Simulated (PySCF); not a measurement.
Mayer bond orders and bond lengths

Compound: C₄H₉NSi₂.
Atom-mapped SMILES: `[N:1]#[C:2][C@@H:3]1[CH2:4][Si@@H:5]1[CH2:6][SiH3:7]` (hydrogens: H8 on C3; H9, H10 on C4; H11 on Si5; H12, H13 on C6; H14, H15, H16 on Si7)

Structure used (PBE0-D3(BJ)/def2-SVP), in Å, numbered top down from 1:
```xyz
16
C4H9NSi2 angstrom
N     -1.0409    1.9587   -1.7324
C     -1.3481    0.9902   -1.1699
C     -1.6715   -0.1873   -0.4231
C     -2.1001   -0.0037    1.0602
Si    -0.4271   -0.7723    0.8710
C      1.1236    0.2370    1.0463
Si     2.4153   -0.1235   -0.2881
H     -2.2286   -0.9360   -0.9981
H     -2.1802    1.0343    1.4005
H     -2.9533   -0.6160    1.3692
H     -0.3083   -2.2423    1.0344
H      1.5678    0.0726    2.0425
H      0.8373    1.3003    0.9809
H      2.8025   -1.5672   -0.2211
H      1.8472    0.1622   -1.6368
H      3.6357    0.7085   -0.0657
```

Bond orders from the PBE0/pcSseg-1 density (PySCF). Isolated species at its PBE0-D3(BJ)/def2-SVP geometry (one conformer only).

Task: How far do the computed orders between heavy atoms stray from the drawn ones?

Result: The largest departure is 0.179, at Si5–C3 (drawn single, 0.821). Drawn single, order below 0.88: C3–C4 (0.851) and Si5–C3 (0.821).

Task: Give the Mayer order of every bond, beside its length.

Result: 
| bond | drawn as | length (Å) | Mayer order |
| --- | --- | --- | --- |
| N1–C2 | triple | 1.161 | 3.005 |
| C2–C3 | single | 1.431 | 1.043 |
| C3–C4 | single | 1.555 | 0.851 |
| C4–Si5 | single | 1.851 | 0.963 |
| Si5–C6 | single | 1.859 | 0.967 |
| C6–Si7 | single | 1.892 | 0.886 |
| Si5–C3 | single | 1.888 | 0.821 |
| C3–H8 | single | 1.096 | 0.920 |
| C4–H9 | single | 1.095 | 0.936 |
| C4–H10 | single | 1.095 | 0.945 |
| Si5–H11 | single | 1.484 | 0.942 |
| C6–H12 | single | 1.103 | 0.929 |
| C6–H13 | single | 1.103 | 0.919 |
| Si7–H14 | single | 1.496 | 0.942 |
| Si7–H15 | single | 1.491 | 0.953 |
| Si7–H16 | single | 1.494 | 0.947 |

By pair of heavy elements: C–C: lowest C3–C4 (0.851, 1.555 Å), highest C2–C3 (1.043, 1.431 Å). C–Si: lowest Si5–C3 (0.821, 1.888 Å), highest Si5–C6 (0.967, 1.859 Å); in 1 of the 6 pairs the longer bond (by over 0.003 Å) has the higher order (by 0.02 or more).

Task: Sum the orders of all bonds at each heavy atom with more than one neighbour and set the sums beside the valence in the SMILES.

Result: C2 4.048 (drawn 4), C3 3.635 (drawn 4), C4 3.695 (drawn 4), Si5 3.693 (drawn 4), C6 3.701 (drawn 4), Si7 3.728 (drawn 4). Orders between atoms that aren't bonded are not in these sums.

Mayer orders depend on the basis set.
